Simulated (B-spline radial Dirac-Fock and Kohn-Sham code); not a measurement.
## Free-atom binding energies and absorption edges of Fe

Method: Dirac-Fock ΔSCF + Breit + QED. Computed with a B-spline atomic structure program. The model has no electron correlation.

Two models are given for [Ar] 3d6 4s2. In the first the electron is removed to infinity. In the second it is placed in the 3d shell, so that the atom stays neutral; this mimics a hole screened by valence charge, or the onset of absorption below the ionisation limit. The tabulated edges (Elam, Ravel and Sieber, Radiat. Phys. Chem. 63, 121 (2002)) refer to the element in its standard state, with the Fermi level as zero for a metal.

```
level  ionised (eV)  screened (eV)  tabulated (eV)  ionised − table  screened − table
    K        7124.2         7111.1          7112.0            +12.2              -0.9
   L1         862.1          848.2           844.6            +17.5              +3.6
   L2         734.6          720.8           719.9            +14.7              +0.9
   L3         722.4          708.7           706.8            +15.6              +1.9
   M1         110.0          97.35           91.30            +18.7              +6.1
   M2         70.75          58.65           52.70            +18.1              +6.0
   M3         69.25          57.19           52.70            +16.5              +4.5
```

The screened model lies closer: the mean absolute deviations are 16.2 eV (ionised) and 3.4 eV (screened). Screening lowers the levels by 13.0 eV on average.
